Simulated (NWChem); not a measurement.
Species: CH4F2O2Si; SMILES O(C)[Si](F)(F)O

```xyz
10

C      0.0018     2.3062    -0.0881
O      0.7189     1.0990     0.1336
Si     0.0656    -0.3991     0.0431
O     -1.3424    -0.4413     0.9015
F      1.1694    -1.4318     0.6136
F     -0.2237    -0.8618    -1.4876
H     -0.9615     2.3206     0.4663
H     -0.2082     2.4591    -1.1695
H      0.6264     3.1497     0.2670
H     -1.9243    -1.2049     0.7470
```
Atoms are numbered in this order, from 1.

Program: NWChem. All runs use the structure optimised with PBE-D3(BJ)/def2-SVP. Level: M05-2X/def2-SVP with SMD (1 M gas to 1 M solution), gas-phase geometry. Reactions with the solvent are ignored.

```csv
solvent,dielectric constant,solvation free energy (kcal/mol),cavity-dispersion-structure term (kcal/mol),dipole in solution (D)
water,78.4,-5.8,3.9,3.05
toluene,2.37,-3.8,-0.4,2.78
cyclohexane,2.02,-2.9,0.0,2.74
dichloromethane,8.93,-6.1,0.3,2.95
```
